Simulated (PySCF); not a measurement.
C3H3, SMILES C#C[CH2], multiplicity 2. Atoms are numbered in the order given.

```xyz
6

C      0.0000     0.0000     1.3374
C      0.0000     0.0000     0.1130
C      0.0000     0.0000    -1.2491
H      0.0000     0.0000     2.4004
H      0.0000    -0.9300    -1.8042
H      0.0000     0.9300    -1.8042
```
Charge 0, spin multiplicity 2.

Coordinates come from a r2SCAN-D4/def2-TZVP optimisation. The isomer is the one that the SMILES or the coordinates give; other isomers of the formula were not compared.

Computed with ωB97X/def2-TZVPD in PySCF.

Mulliken values depend strongly on the basis, most of all with diffuse functions as here. ESP charges are fitted to the potential on shells at 1.4 to 2.0 van der Waals radii. Atomic charges (e):

```tsv
atom	Mulliken	ESP fit	Mulliken spin
C1	-0.28	-0.53	0.44
C2	-0.09	0.29	-0.01
C3	-0.78	-0.55	0.40
H4	0.51	0.33	0.06
H5	0.32	0.23	0.06
H6	0.32	0.23	0.06
```
